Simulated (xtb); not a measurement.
O2Si, charge -1, doublet, geometry from GFN2-xTB (a state made from the parent by changing its charge; the spin is typed, not shown lowest). Base run: GFN2-xTB (xtb).

Here is a job for xtb.
```
$ xtb mol.xyz --gfn 2 --chrg -1 --uhf 1 --json

# file mol.xyz
3

O      1.42427737    -0.24577043     0.00533465
Si    -0.01222762     0.33847329     0.01337146
O     -1.40287903    -0.34655783    -0.02873470
```

The base run was repeated with changes; each row names its change, and settings that it needs were set with it.

```
change               ΔE vs base (kcal/mol)  G_solv (kcal/mol)  SCF cycles
-------------------  ---------------------  -----------------  ----------
base                                 0.000                  -          11
gbsa = acetonitrile                 -60.48             -60.79          10
alpb = hexane                       -34.16             -34.29          11
alpb = ether                        -48.02             -48.17          10
```

ALPB and GBSA are two models with their own fitted parameters for each solvent, which aren't always the measured dielectric constant.
